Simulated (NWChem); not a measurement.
# C2H4BF3; SMILES CB(F)C(F)F

```xyz
10

C      1.4003    -1.1739    -0.3865
B     -0.0426    -0.7875     0.0378
F     -0.9766    -1.6973     0.2786
C     -0.4874     0.7511     0.1825
F      0.3913     1.4006     0.9941
F     -0.4223     1.3240    -1.0541
H      1.5831    -2.2565    -0.4083
H      1.5981    -0.7515    -1.3872
H      2.1274    -0.6855     0.2832
H     -1.5048     0.9220     0.5795
```
Atoms are numbered in this order, from 1.

Program: NWChem. Pople sets run with spherical d functions. Coordinates come from a PBE0/def2-SVP optimisation. Level SCAN/6-31G*: energy and gradient on several grids; changes count from the extra-fine grid, which is no exact limit either.

```csv
grid,size of the energy change (μHa),largest change of a gradient component (μHa/bohr),"time, medium = 1 (rough)"
xcoarse,10000,4000,about 1
coarse,10000,2000,about 1
medium,8000,900,about 1
fine,2000,400,about 1
xfine,< 10,< 30,2
```
